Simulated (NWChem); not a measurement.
System: AlH3Se2; SMILES [SeH][AlH][SeH]

The following NWChem deck was run.

```
start job
memory heap 200 mb stack 900 mb global 1100 mb
geometry units angstroms noautosym nocenter noautoz
  Al     0.000000     0.000000    -0.982275
  H      0.000000     0.000000    -2.561894
  Se    -2.019118     0.307225     0.111515
  H     -1.423041     0.216321     1.453072
  Se     2.019118    -0.307225     0.111515
  H      1.423041    -0.216321     1.453072
end
basis spherical
  Al library 6-31g*
  H library 6-31g*
  Se library 6-31g*
end
dft
  xc hfexch
  iterations 150
end
property
  shielding 4 1 2 3 4
  efieldgrad
end
task dft property
```

Output (shortened):

```
             Northwest Computational Chemistry Package (NWChem) 7.3.0
             --------------------------------------------------------

                             Geometry "geometry" -> ""
                             -------------------------

 Output coordinates in angstroms (scale by  1.889725989 to convert to a.u.)

  No.       Tag          Charge          X              Y              Z
 ---- ---------------- ---------- -------------- -------------- --------------
    1 Al                  13.0000     0.00000000     0.00000000    -0.98227500
    2 H                    1.0000     0.00000000     0.00000000    -2.56189400
    3 Se                  34.0000    -2.01911800     0.30722500     0.11151500
    4 H                    1.0000    -1.42304100     0.21632100     1.45307200
    5 Se                  34.0000     2.01911800    -0.30722500     0.11151500
    6 H                    1.0000     1.42304100    -0.21632100     1.45307200

 Effective nuclear repulsion energy (a.u.)     406.1285512271

  xc_inp: hfexch multiplicative factor not found.
                              NWChem Property Module
                              ----------------------

  itol2e modified to match energy
  convergence criterion.

                                 NWChem DFT Module
                                 -----------------

 Summary of "ao basis" -> "ao basis" (spherical)
 ------------------------------------------------------------------------------
       Tag                 Description            Shells   Functions and Types
 ---------------- ------------------------------  ------  ---------------------
 Al                          6-31g*                  8       18   4s3p1d
 H                           6-31g*                  2        2   2s
 Se                          6-31g*                 12       32   5s4p3d

  itol2e modified to match energy
  convergence criterion.

[...]

          -----------------------------------------
          Chemical Shielding Tensors (GIAO, in ppm)
          -----------------------------------------

                                NWChem CPHF Module
                                ------------------

  scftype          =     RHF
  nclosed          =       42
  nopen            =        0
  variables        =     1932
  # of vectors     =        3
  tolerance        = 0.10D-03
  level shift      = 0.00D+00
  max iterations   =       50
  max subspace     =       30

 SCF residual:    4.5034710552020660E-005

Iterative solution of linear equations
  No. of variables     1932
  No. of equations        3
  Maximum subspace       30
        Iterations       50
       Convergence  1.0D-04

   iter   nsub   residual    time
   ----  ------  --------  ---------
     1      3    1.27D+00      60.3
     2      6    1.49D-01      63.9
     3      9    2.58D-02      67.5
     4     12    4.40D-03      70.9
     5     15    7.46D-04      74.4
     6     18    1.90D-04      79.5
     7     21    4.94D-05      85.2

      Atom:    1  Al
        Diamagnetic
    802.1569     -1.6439     -0.0000
     -1.6439    791.6036      0.0000
     -0.0000      0.0000    791.3649

        Paramagnetic
   -405.3389      8.2208     -0.0000
      8.2208   -352.5803      0.0000
     -0.0000      0.0000   -412.9914

        Total Shielding Tensor
    396.8180      6.5768     -0.0000
      6.5768    439.0233      0.0000
     -0.0000      0.0000    378.3735

           isotropic =     404.7383
          anisotropy =      52.9292

          Principal Components and Axis System
                 1           2           3
              440.0245    395.8169    378.3735

      1         0.1505      0.9886      0.0000
      2         0.9886     -0.1505     -0.0000
      3         0.0000     -0.0000      1.0000

      Atom:    2  H
        Diamagnetic
     25.2302     -0.4417     -0.0000
     -0.4417     22.3948      0.0000
     -0.0000      0.0000     37.0156

        Paramagnetic
     -1.1313      0.2481     -0.0000
      0.2481      0.4603      0.0000
     -0.0000      0.0000     -4.0172

        Total Shielding Tensor
     24.0989     -0.1936     -0.0000
     -0.1936     22.8551      0.0000
     -0.0000      0.0000     32.9984

           isotropic =      26.6508
          anisotropy =       9.5214

          Principal Components and Axis System
                 1           2           3
               32.9984     24.1284     22.8257

      1         0.0000      0.9886      0.1503
      2         0.0000     -0.1503      0.9886
      3         1.0000      0.0000      0.0000

      Atom:    3  Se
        Diamagnetic
   3002.8099     -1.4794     -0.9081
     -1.4794   2993.3139      0.1372
     -0.9081      0.1372   3001.5597

        Paramagnetic
   -887.6939     21.7521    -94.9953
     21.7521   -748.2270     14.4219
    -94.9953     14.4219   -548.0773

        Total Shielding Tensor
   2115.1161     20.2727    -95.9034
     20.2727   2245.0869     14.5591
    -95.9034     14.5591   2453.4824

           isotropic =    2271.2285
          anisotropy =     311.8299

          Principal Components and Axis System
                 1           2           3
             2479.1151   2248.1756   2086.3947

      1        -0.2526      0.1505      0.9558
      2         0.0383      0.9886     -0.1455
      3         0.9668      0.0002      0.2555

      Atom:    4  H
        Diamagnetic
     26.8428     -1.4902      7.1051
     -1.4902     17.2832     -1.0849
      7.1051     -1.0849     43.8654

[...]
```

Level: Hartree-Fock/6-31G* (spherical d), GIAO. All runs use the structure optimised with PBE0/def2-SVP. NWChem prints the field gradient with the sign opposite to the second derivative of the potential. The printed shielding anisotropy is the first printed principal value minus the mean of the other two.
